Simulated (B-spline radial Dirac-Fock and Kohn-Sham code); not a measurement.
Calculated with a B-spline atomic structure program, using Dirac-Fock ΔSCF + Breit + QED. Free atoms and ions in their tabulated ground configurations, energies from the vacuum level.

Q: Order these levels by binding energy, lowest first.
A. Lu⁴⁺ 2p1/2
B. Sm²⁺ 2p3/2
C. Tb⁶⁺ 2p3/2
D. Ni⁵⁺ 1s
E. Tm²⁺ 2s
F. Hg⁺ 2p3/2

A: B (6734.6 eV), C (7605.9 eV), D (8445.4 eV), E (10137.3 eV), A (10410.7 eV), F (12300.2 eV).
